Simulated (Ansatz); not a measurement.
Pb2O4. The state is a singlet with charge 0. Geometry PBE-D4/def2-SVP.

Cartesian coordinates in Å:
```
Pb 1.656 -0.118 -0.654
Pb -0.807 -0.003 1.763
O -1.211 0.109 -0.741
O -0.578 -1.197 -0.232
O 1.218 0.454 1.383
O -0.279 0.754 -1.520
```

In the def2 sets Pb takes a core potential; there is no spin–orbit coupling. The structure holds 2 bonds between oxygen atoms, so isomers without such links may lie far lower. At PBE0-D4/def2-TZVP a triplet of charge 0 lies 0.70 eV below the restricted singlet, each at its own geometry. The structure comes from a short search, and lower isomers may exist.

(1) Estimate the orbital energies around the gap (eV) in Ansatz with PBE-D4/def2-SVP, PBE-D4/def2-TZVPD, PBE0-D4/def2-SVP, PBE0-D4/def2-TZVP, PBE0-D4/def2-TZVPD.

Answers

(1) 
```tsv
orbital	PBE-D4/def2-SVP	PBE-D4/def2-TZVPD	PBE0-D4/def2-SVP	PBE0-D4/def2-TZVP	PBE0-D4/def2-TZVPD
HOMO−5	-7.03	-7.25	-8.56	-8.68	-8.72
HOMO−4	-6.45	-6.63	-7.80	-7.93	-7.97
HOMO−3	-6.34	-6.54	-7.65	-7.77	-7.81
HOMO−2	-6.14	-6.34	-7.53	-7.66	-7.71
HOMO−1	-6.02	-6.23	-7.19	-7.30	-7.34
HOMO	-4.63	-4.85	-6.00	-6.13	-6.17
LUMO	-2.62	-2.79	-2.01	-2.10	-2.13
LUMO+1	-2.37	-2.55	-1.64	-1.76	-1.80
LUMO+2	-1.76	-2.03	-0.88	-1.07	-1.14
LUMO+3	-1.27	-1.53	-0.24	-0.48	-0.59
LUMO+4	-0.69	-1.04	0.27	-0.03	-0.21
LUMO+5	-0.34	-0.72	0.65	0.32	0.15
```
